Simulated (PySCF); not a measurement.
**N (nitrogen, neutral): UHF calculation**

Configuration: [He] 2s2 2p3, high-spin 4S determinant. Computed with PySCF 2.14 in jorge-DZP-DKH (4s2p1d, 15 functions), with scalar relativity by spin-free X2C-1e.

```
Total energy                        : -54.426293 hartree
One-electron energy                 : -73.9982 hartree
Hartree (Coulomb) energy            : 26.1855 hartree
Exchange energy                     : -6.6136 hartree
⟨S²⟩                                : 3.7544
⟨L²⟩                                : 0.000
Sum of ⟨r⟩                          : 7.326 bohr
Sum of ⟨r²⟩                         : 11.94 bohr²
Langevin diamagnetic susceptibility : -9.46 ×10⁻⁶ cm³/mol
Time after the integrals            : 0.03 s of wall time on 1 thread of Neoverse-V2 (shared host)
```

```
shell  electrons  mean orbital energy (hartree)  rms radius, mean of both spins (bohr)
 1s α          1                      -15.67779                                  0.265
 1s β          1                      -15.58755                                  0.265
 2s α          1                       -1.15947                                   1.47
 2s β          1                       -0.72659                                   1.47
 2p α          3                       -0.56766                                   1.58
```
